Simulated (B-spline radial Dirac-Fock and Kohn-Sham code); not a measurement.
Subshell cross sections of In, photon energy 800 eV

System: neutral indium in the configuration [Kr] 4d10 5s2 5p1.

The run's input, task.json:

```json
{"items": [{
  "Z": 49,
  "q": 0,
  "cfg": [[1, 0, 2], [2, 0, 2], [2, 1, 6], [3, 0, 2], [3, 1, 6], [3, 2, 10], [4, 0, 2], [4, 1, 6], [4, 2, 10], [5, 0, 2], [5, 1, 1]],
  "A": 115,
  "rrms": 4.6156,
  "do": ["binding", "quiet", "photo", "scan"],
  "hv": [21.22, 40.81, 60, 80, 100, 150, 200, 300, 400, 600, 800, 1000, 1253.6, 1486.9, 2000, 2984.4, 4000, 5414.7, 6000, 8047.8, 9251.7, 12000, 15000, 17479.3, 22162.9, 30000, 40000, 59318.2, 80000, 100000, 150000, 200000]
}]}
```

Run with: `python xray_run.py task.json out`

Level of theory: Dirac-Hartree-Slater photoionisation with all multipoles and Dirac-Fock thresholds; a B-spline atomic structure program. The asymmetry parameter β is from the dipole term alone. Kinetic energies are from the vacuum level. Open shells are spread statistically over j, without multiplet splitting.

```csv
subshell,electrons,binding (eV),kinetic (eV),σ (kb),β
3p1/2,2,713.8,86.22,135,0.69
3p3/2,4,675.3,124.7,307,0.85
3d3/2,4,459.0,341.0,631,0.90
3d5/2,6,451.5,348.5,928,0.94
4s,2,138.8,661.2,29.6,1.99
4p1/2,2,96.86,703.1,32.3,1.64
4p3/2,4,90.23,709.8,67.0,1.64
4d3/2,4,24.33,775.7,57.4,1.31
4d5/2,6,23.49,776.5,83.4,1.31
5s,2,10.22,789.8,3.05,1.99
5p1/2,0.33,5.31,794.7,0.327,1.68
5p3/2,0.67,5.04,795.0,0.644,1.68
```

Branching ratios of the spin-orbit partners (statistical value in brackets): 3p 2.27 (2.00), 3d 1.47 (1.50), 4p 2.07 (2.00), 4d 1.45 (1.50), 5p 1.97 (2.00).

Values without a named source are computed, but for edge energies of neutral atoms, which are taken from tables.
